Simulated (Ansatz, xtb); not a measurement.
**Relative energy of two structures of Al2FH2NS**

Structure a is `[NH2][Al]1[S][Al]1[F]`, a singlet and structure b is a singlet given by its coordinates. Both are isolated molecules in the gas phase, relaxed with r2SCAN-D4/def2-SVP; the shapes shown needn't be the lowest conformers.

a (Å):

```xyz
7

Al   -1.8298    1.8261   -0.2167
Al    0.5033    1.4076   -0.1475
F     2.0714    0.8878    0.0286
N    -3.5887    1.9695   -0.1755
S    -0.3090    3.2298   -1.0816
H    -4.1069    2.7527   -0.5657
H    -4.2313    1.2976    0.2326
```

b (Å):

```xyz
7

Al   -1.9354    2.4251    0.9001
Al   -1.8670    1.6180   -1.5646
F    -1.8494    2.8871    2.4888
N    -0.7597    1.5730   -0.1427
S    -3.5432    2.6787   -0.5668
H     0.1739    1.2031    0.0029
H    -1.7318    1.0922   -3.0421
```

Close contacts (Å): Al1–Al2 2.59, Al1–F3 1.66, Al1–N4 1.79, Al1–S5 2.19, Al2–N4 1.80, Al2–S5 2.22, Al2–H7 1.57, N4–H6 1.01.

Q: Estimate which is lower in electronic energy at CCSD(T)/def2-SVP + ΔMP2/def2-TZVPP, and by roughly how much.

A: The CCSD(T)/def2-SVP + ΔMP2/def2-TZVPP calculation puts structure b lower, by 144.5 kJ/mol.

How the difference moves with the method:

```csv
level,geometry,E(b) − E(a) (kJ/mol),departure from the last row (kJ/mol),"job, with rough time for the two"
GFN2-xTB,GFN2-xTB,−138.7,+5.8,"optimisation, 0.56 s"
HF/STO-3G,GFN2-xTB,−378.6,−234.0,"single point, 0.5 s"
r2SCAN-D4/def2-SVP//GFN2-xTB,GFN2-xTB,−144.1,+0.4,"single point, 6.9 s"
r2SCAN-D4/def2-SVP,r2SCAN-D4/def2-SVP,−139.7,+4.8,"optimisation, 93 s"
HF/def2-SVP,r2SCAN-D4/def2-SVP,−157.9,−13.3,part of the CCSD(T) run
MP2/def2-SVP,r2SCAN-D4/def2-SVP,−153.4,−8.9,part of the CCSD(T) run
CCSD(T)/def2-SVP,r2SCAN-D4/def2-SVP,−143.9,+0.6,single point
CCSD(T)/def2-SVP + ΔMP2/def2-TZVPP,r2SCAN-D4/def2-SVP,−144.5,,"single point, 32 s"
```

The levels shown agree on the order. The largest departure from CCSD(T)/def2-SVP + ΔMP2/def2-TZVPP is that of HF/STO-3G, 234.0 kJ/mol. The last row adds to CCSD(T) the change of the MP2 difference between the two basis sets, here −0.6 kJ/mol.

With harmonic frequencies from r2SCAN-D4/def2-SVP (ideal gas, rigid rotor, one conformer each, 298.15 K, 1 atm): the zero-point term adds −7.1 kJ/mol; ΔH is −154.5 and ΔG −147.3 kJ/mol.

The correlated steps freeze 17 core orbitals. Run with Ansatz 0.2.0, xtb 6.7.1; the last row on 1 thread of Arm Neoverse V2 on a shared host.
